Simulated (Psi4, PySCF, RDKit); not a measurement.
Relaxed torsion scan: C₄H₉Br, SMILES CCCCBr. Scanned: dihedral C2–C3–C4–Br5; all other coordinates were relaxed at GFN2-xTB. Points at φ and −φ are mirror images. Heavy atoms are numbered in the order of the SMILES CCCCBr, hydrogens after them in the order of the atoms that carry them; the mirror image has the same energies with the sign of each dihedral reversed.

Computed with: RKS-B3LYP/3-21G = restricted B3LYP/3-21G // GFN2-xTB (PySCF); MMFF94 // GFN2-xTB (RDKit); PBE-D3(BJ)/def2-TZVP // GFN2-xTB (Psi4).

Energies in kJ/mol, each method relative to its own lowest point.

| φ / ° | RKS-B3LYP/3-21G | MMFF94 | PBE-D3(BJ)/def2-TZVP |
|---|---|---|---|
| -150 | 7.6 | 8.4 | 6.5 |
| -120 | 15.8 | 15.7 | 13.4 |
| -90 | 7.1 | 5.3 | 5.2 |
| -60 | 1.5 | 5.0 | 0.2 |
| -30 | 14.5 | 23.1 | 12.6 |
| 0 | 23.7 | 35.5 | 22.0 |
| 30 | 14.5 | 23.1 | 12.6 |
| 60 | 1.5 | 5.0 | 0.2 |
| 90 | 7.1 | 5.3 | 5.2 |
| 120 | 15.8 | 15.7 | 13.4 |
| 150 | 7.6 | 8.4 | 6.5 |
| 180 | 0.0 | 0.0 | 0.0 |
